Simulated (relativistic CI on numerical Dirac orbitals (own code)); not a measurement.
**Mn2+: computed level list**

Calculated at this level of theory: Dirac-Coulomb-Breit CI, orbitals from a KLI potential per configuration, model QED, valence Slater integrals scaled by 0.85, configuration energies shifted to the measured levels that pair with them (semi-empirical) (own radial code, finite nucleus).

Configuration list (outside the closed core [Ne] 3s2): 3p6 3d5, 3p6 3d4 4s, 3p6 3d4 4p, 3p6 3d3 4s2, 3p6 3d4 4d, 3p6 3d4 5s, 3p6 3d4 5p, 3p6 3d3 4s 4p, 3p6 3d4 4f, 3p6 3d4 5d, 3p6 3d4 5f, 3p6 3d4 5g, 3p6 3d3 4p2, 3p5 3d6, 3p6 3d3 4s 4d. Levels of other configurations are missing.

The lowest level is 3p6 3d5 6S_5/2, with 100 % of that term; Hund's rules for 3p6 3d5 give 6S with J = 5/2, in agreement.

```tsv
No.	Configuration	Term	J	E (eV)	%	Next component (%)	jj configuration (%)
1	3p6 3d5	6S	5/2	0.0000	100		3d3/2^2 3d5/2^3 (43)
2	3p6 3d5	4G	11/2	3.3450	100		3d3/2^2 3d5/2^3 (52)
3	3p6 3d5	4G	9/2	3.3483	100		3d3/2^2 3d5/2^3 (66)
4	3p6 3d5	4G	7/2	3.3496	100		3d3/2^2 3d5/2^3 (44)
5	3p6 3d5	4G	5/2	3.3498	100		3d3/2^2 3d5/2^3 (40)
6	3p6 3d5	4P	5/2	3.8216	96	3 4D	3d3/2^3 3d5/2^2 (30)
7	3p6 3d5	4P	3/2	3.8261	97	2 4D	3d3/2^2 3d5/2^3 (53)
8	3p6 3d5	4P	1/2	3.8306	99	1 4D	3d3/2^2 3d5/2^3 (53)
9	3p6 3d5	4D	7/2	4.1514	99		3d3/2^2 3d5/2^3 (54)
10	3p6 3d5	4D	1/2	4.1585	99	1 4P	3d3/2^2 3d5/2^3 (80)
11	3p6 3d5	4D	5/2	4.1611	97	3 4P	3d3/2^2 3d5/2^3 (43)
12	3p6 3d5	4D	3/2	4.1612	97	2 4P	3d3/2 3d5/2^4 (46)
13	3p6 3d5	2I	13/2	4.7816	100		3d3/2^2 3d5/2^3 (100)
14	3p6 3d5	2I	11/2	4.7826	100		3d3/2^2 3d5/2^3 (48)
15	3p6 3d5	2D	5/2	5.3596	70	28 2F	3d5/2 (39)
16	3p6 3d5	2D	3/2	5.4025	91	9 4F	3d3/2^2 3d5/2^3 (60)
17	3p6 3d5	2F	7/2	5.5010	97	2 4F	3d3/2^2 3d5/2^3 (36)
18	3p6 3d5	4F	5/2	5.5367	73	23 2F	3d3/2^2 3d5/2^3 (69)
19	3p6 3d5	4F	9/2	5.5392	98	1 2G	3d3/2^2 3d5/2^3 (54)
20	3p6 3d5	4F	7/2	5.5428	97	2 2F	3d3/2^3 3d5/2^2 (43)
21	3p6 3d5	4F	3/2	5.5569	90	9 2D	3d3/2 3d5/2^4 (44)
22	3p6 3d5	2F	5/2	5.5751	49	27 2D	3d5/2^5 (48)
23	3p6 3d5	2H	9/2	5.8331	96	4 2G	3d3/2^2 3d5/2^3 (63)
24	3p6 3d5	2H	11/2	5.8455	99		3d3/2 3d5/2^4 (56)
25	3p6 3d5	2G	7/2	6.0528	99		3d3/2^2 3d5/2^3 (64)
26	3p6 3d5	2G	9/2	6.0673	95	4 2H	3d3/2 3d5/2^4 (48)
27	3p6 3d5	2F	7/2	6.5115	99		3d3/2^2 3d5/2^3 (37)
28	3p6 3d5	2F	5/2	6.5132	99		3d3/2^2 3d5/2^3 (56)
29	3p6 3d5	2S	1/2	7.2065	100		3d3/2^3 3d5/2^2 (40)
30	3d4(5D) 4s	6D	1/2	7.7407	100		3d3/2^2 3d5/2^2 4s (46)
31	3d4(5D) 4s	6D	3/2	7.7537	100		3d3/2^3 3d5/2 4s (41)
32	3d4(5D) 4s	6D	5/2	7.7746	100		3d3/2^2 3d5/2^2 4s (62)
33	3d4(5D) 4s	6D	7/2	7.8029	100		3d3/2 3d5/2^3 4s (46)
34	3d4(5D) 4s	6D	9/2	7.8376	100		3d3/2 3d5/2^3 4s (46)
35	3p6 3d5	2D	3/2	7.9093	99		3d3/2^3 3d5/2^2 (35)
36	3p6 3d5	2D	5/2	7.9099	99		3d3/2 3d5/2^4 (34)
37	3p6 3d5	2G	7/2	8.6965	99		3d3/2^2 3d5/2^3 (49)
38	3p6 3d5	2G	9/2	8.6979	99		3d3/2^2 3d5/2^3 (82)
39	3d4(5D) 4s	4D	1/2	8.8562	99		3d3/2^2 3d5/2^2 4s (34)
40	3d4(5D) 4s	4D	3/2	8.8759	99		3d3/2^2 3d5/2^2 4s (50)
41	3d4(5D) 4s	4D	5/2	8.9072	99		3d3/2^2 3d5/2^2 4s (49)
42	3d4(5D) 4s	4D	7/2	8.9484	99		3d3/2 3d5/2^3 4s (45)
43	3d4(3H) 4s	4H	7/2	10.3778	99		3d3/2^2 3d5/2^2 4s (43)
44	3d4(3H) 4s	4H	9/2	10.3888	99	1 4G	3d3/2^2 3d5/2^2 4s (58)
45	3d4(3H) 4s	4H	11/2	10.4023	99		3d3/2^2 3d5/2^2 4s (64)
```

Energies count from the lowest computed level. Percentages are summed over parent terms; the parents shown are those of the largest component, closed shells are left out there. Filled j subshells are mostly left out of the jj labels.

The mean weight of the leading LS term, summed over parents, in these 45 levels is 96 %, and that of the leading jj configuration (from the same eigenvectors) 51 %, so LS coupling describes them better.

Configurations whose levels could be paired with our table of measured levels were shifted onto them, all but the ground configuration, by the median error of their levels; single terms can still be off by 1,000 to 2,000 cm⁻¹ or more, and rates follow the energies as ν³ (E1, M1) or ν⁵ (E2). The others borrow a shift and can be off by several thousand cm⁻¹ or more. The fine structure of a lone outer electron comes out too small, for d and f at times inverted, and misplaced configurations move strength between like terms. 64 of the 66 excited levels that our extract of the measured tables holds in this range could be paired (the sources list more); they are missed by 809 cm⁻¹ on average and 2213 at most, after the shifts were fitted to these levels, and levels without a partner can miss by more. Some levels of the ground configuration have no partner and can miss by 10 % or more.
